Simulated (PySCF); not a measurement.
# Excitation energy of C by level of theory

C [He] 2s2 2p2 (3P) → C [He] 2s1 2p2 3s1 (5P), as a difference of total energies. Computed with PySCF 2.14 in aug-cc-pVTZ with one added diffuse shell each of s, p, d, f type (6s5p4d3f, 62 functions), with no relativity, point nucleus. Correlated levels: valence: 1s2 frozen. The calculations carry no spin-orbit coupling.

| method | excitation energy (eV) |
| --- | --- |
| UHF | 10.837 |
| MP2 (valence) | 12.276 |
| SCS-MP2 (valence) | 12.613 |
| CCSD (valence) | 12.676 |
| CCSD(T) (valence) | 12.730 |

Problem. How much does correlation contribute at CCSD(T) (valence)?

Solution. 12.730 − (10.837) = 1.893 eV, measured against UHF.

The upper state lies above the first ionisation limit, but in LS coupling its spin forbids autoionisation to the ground ion. A Rydberg-like electron needs more diffuse functions than a valence basis has.

The promoted electron is Rydberg-like, and one or two diffuse shells describe it only roughly, which tends to raise the upper state.
